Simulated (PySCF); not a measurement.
How the method changes the constants of NaBr

State: ¹Σ⁺ (singlet), closed shell. Set-up: PySCF, no relativity, basis sets Na def2-TZVPP, Br def2-TZVPP. De refers to Na + Br in their high-spin ground configurations, without counterpoise correction. A positive dipole means Na(−)Br(+).

```csv
Level,Re (Å),ωe (cm⁻¹),De (eV),μ (D),"CPU s a point (SCF and correlation, without the integrals)"
RHF,2.540,293,2.81,-9.53,0.33
RHF-MP2,2.511,296,3.81,n/a,0.58
RHF-SCS-MP2,2.517,294,3.73,n/a,n/a
RHF-CCSD,2.514,295,3.64,n/a,n/a
RHF-CCSD(T),2.514,295,3.70,n/a,21
PBE,2.517,290,3.71,-8.53,1.2
PBEsol,2.502,294,3.86,-8.56,0.84
BP86,2.526,286,3.74,-8.78,0.84
r²SCAN,2.515,295,3.87,-9.01,1.7
r²SCANh,2.512,297,3.85,-9.05,2.1
PBE0,2.507,297,3.71,-8.87,2.7
B97-3,2.516,295,3.81,-9.05,1.2
ωB97X,2.521,291,3.98,-9.29,2.2
```

(1) Which functional lies closest to RHF-CCSD(T) in De, which farthest, and by how much do they differ from it?

(2) What does the step from GGA to meta-GGA do here, going from PBE to r²SCAN?

(3) What does second-order correlation do here, going from RHF to RHF-MP2?

Measured (Huber and Herzberg, Constants of Diatomic Molecules (1979)): Re = 2.502038 Å, ωe = 302.1 cm⁻¹.

Correlated steps freeze 10 core orbitals. Where the molecule has an RHF reference, its open-shell atoms are computed with UHF.

The whole job (state search and all levels along the bond) took about 6.2 min on 1 thread of Arm Neoverse V1 (shared host), peak memory 1.4 GiB.

Results:

(1) Closest is PBE (+0.3 pm in Re, -1.7 % in ωe, +0.01 eV in De against RHF-CCSD(T) in the same basis), farthest ωB97X (+0.7 pm in Re, -1.4 % in ωe, +0.28 eV in De). CCSD(T) converges more slowly with the basis than the functionals do and binds too weakly in this one, so the order can change at the basis-set limit.

(2) r²SCAN less PBE: -0.2 pm in Re, +1.7 % in ωe, +0.16 eV in De. 

(3) RHF-MP2 less RHF: -2.9 pm in Re, +1.0 % in ωe, +1.00 eV in De. Correlation nearly always deepens the well. The bond shortens, as in weak, metallic or heavy-atom bonds, where dispersion and the correlation of outer-core electrons pull the atoms together.
